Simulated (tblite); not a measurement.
Species: C5H4N2S (charge +1 and doublet state).
SMILES: `[CH+]=[C]c1nc(sn1)C`

Calculated harmonic vibrations of the isolated species, GFN2-xTB (tblite), most abundant isotopes, no scaling. This tight-binding method is rough: wavenumbers can miss measured ones by several per cent, in bad cases by 10 to 20. Open shells enter through the occupations alone, without spin polarisation, and single modes of such species can be off by tens of per cent.

Harmonic wavenumbers (cm⁻¹): 66.1, 114.7, 121.7, 212.4, 263.4, 324.9, 430.7, 485.3, 487.9, 538.0, 572.7, 623.7, 684.0, 699.0, 939.4, 950.9, 995.0, 1032.6, 1101.0, 1200.9, 1337.0, 1352.2, 1385.7, 1388.1, 1635.8, 2180.6, 2953.0, 2980.9, 3038.7, 3317.6.

A = 3930, B = 1277, C = 969.4 MHz; mass 124.010 u (most abundant isotopes); point group Cs, symmetry number 1; spin multiplicity 2.

Question: Zero-point energy?

Answer: ½Σν̃ = 16707 cm⁻¹ = 47.77 kcal/mol.

Question: Entropy at 500 K, 1 bar (ideal gas, RRHO, classical rotation)?

Answer: Translation 42.95, rotation 30.12, vibration 34.89, spin (R ln 2) 1.38: S = 109.3 cal/(mol K).

Question: And Cp and H(500 K) − H(0)?

Answer: Cp = 41.45 cal/(mol K), of which vibrations give 33.50 (their classical limit is 30 R = 59.6); H(500 K) − H(0) = 13.07 kcal/mol without the zero-point energy, 9.09 from vibrations.

Question: Which modes carry the vibrational entropy at 500 K?

Answer: 66.1 cm⁻¹: 5.29; 114.7 cm⁻¹: 4.20; 121.7 cm⁻¹: 4.08; 212.4 cm⁻¹: 3.00; 263.4 cm⁻¹: 2.58; 324.9 cm⁻¹: 2.19 cal/(mol K); the other 24 give 13.54 together.

Question: What must be added to the electronic energy to get the Gibbs energy at 500 K and 1 bar?

Answer: ZPE + [H(500 K) − H(0)] − T·S = 47.77 + 13.07 − 54.67 = 6.17 kcal/mol.

Hindered rotation and anharmonicity are outside this model.

The run took 0.32 s wall on an Arm Neoverse V2 with one thread, shared host with 96 logical CPUs at a one-minute load of 51. The figure is for the frequency step alone.
